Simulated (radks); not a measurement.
Hg XLIV, 37 electrons, occupied as [Kr] 4d1 (the NIST ground configuration).

Calculated with a radial shooting solver on a logarithmic mesh with Libxc functionals: Dirac Kohn-Sham, BLYP, spin-unpolarised, spherical densities, finite nucleus; open shells fill j = l - 1/2 first; Fermi nuclear charge, rms radius 5.4648 fm.

Energy parts (Ry):
part                       energy
total                 -36893.2135
kinetic                42911.2924
electron-nucleus      -87086.0208
Hartree                 7866.6581
exchange-correlation    -585.1431

Orbitals (lengths in bohr, moments of r in powers of bohr; r(max) is where P^2 peaks; r(90%) holds 90 % of the orbital's charge):
| orbital | occ. | eigenvalue (Ry) | r(max) | r(90%) | <r^4> | <r^2> |
|---|---|---|---|---|---|---|
| 1s1/2 | 2 | -6252.063 | 0.01022 | 0.0304 | 3.999e-07 | 0.0003810 |
| 2s1/2 | 2 | -1231.941 | 0.05936 | 0.109 | 0.00005768 | 0.005732 |
| 2p1/2 | 2 | -1188.690 | 0.04361 | 0.0950 | 0.00003416 | 0.004048 |
| 2p3/2 | 4 | -1045.394 | 0.05109 | 0.106 | 0.00005354 | 0.005228 |
| 3s1/2 | 2 | -402.7658 | 0.1661 | 0.262 | 0.001983 | 0.03635 |
| 3p1/2 | 2 | -383.6369 | 0.1548 | 0.253 | 0.001712 | 0.03301 |
| 3p3/2 | 4 | -350.9668 | 0.1696 | 0.273 | 0.002346 | 0.03894 |
| 3d3/2 | 4 | -319.8424 | 0.1317 | 0.246 | 0.001516 | 0.02959 |
| 3d5/2 | 6 | -312.7794 | 0.1357 | 0.252 | 0.001664 | 0.03118 |
| 4s1/2 | 2 | -185.2531 | 0.3551 | 0.511 | 0.02986 | 0.1465 |
| 4p1/2 | 2 | -176.9271 | 0.3501 | 0.511 | 0.02950 | 0.1444 |
| 4p3/2 | 4 | -166.4904 | 0.3739 | 0.541 | 0.03725 | 0.1628 |
| 4d3/2 | 1 | -153.2850 | 0.3566 | 0.534 | 0.03463 | 0.1540 |
| 4d5/2 | 0 | -151.0534 | 0.3631 | 0.542 | 0.03686 | 0.1591 |

The highest occupied level is 4d3/2 at -2085.5 eV. The density falls to 0.001 e/bohr^3 at r = 0.97 bohr. Summed over all electrons, <r^2> = 2.028 bohr^2, which gives a Langevin (diamagnetic) susceptibility term of -1.61 x 10^-6 cm^3/mol. The electron density at the nucleus is 2.328e+06 e/bohr^3.
